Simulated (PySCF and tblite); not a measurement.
C5H10OS, numbered as in [CH3:1][C@@H:2]1[CH2:3][CH2:4][CH2:5][S@@:6]1=[O:7]. Level: PBE0-D3(BJ)/pcSseg-1//GFN2-xTB, thermal terms from GFN2-xTB, symmetry numbers and mirror pairs counted. Conformers within 2.5 kcal/mol (GFN2-xTB free energy) were kept, 3 at most. GIAO shieldings: PBE0/pcSseg-1. Shifts are against TMS (¹H), TMS (¹³C) at the same level; of two unlike H on one atom, a is the less shielded. Codes: tblite and PySCF.

The 5-ring runs over atoms 2–3–4–5–6.

Two conformers hold nearly all the population. I: 5-ring between envelope and twist (ring torsions 51, -34, 8, 20, -44°); δ(H5a) = 3.69 ppm. II: 5-ring envelope (ring torsions -49, 49, -29, 2, 26°); δ(H5a) = 1.97 ppm. The average over the ensemble at 298.15 K is 3.23 ppm.

Q: What populations and free-energy difference follow from a two-state model?

A: p(I) = (3.23 − 1.97)/(3.69 − 1.97) = 0.73, so K = p(II)/p(I) = 0.37 and G(II) − G(I) = −RT ln K = 0.60 kcal/mol. The weights computed directly are 73.0 % and 27.0 %.


Conformer gaps in pcSseg-1 on xTB geometries can be 2 kcal/mol off for S=O, P=O and other polar bonds.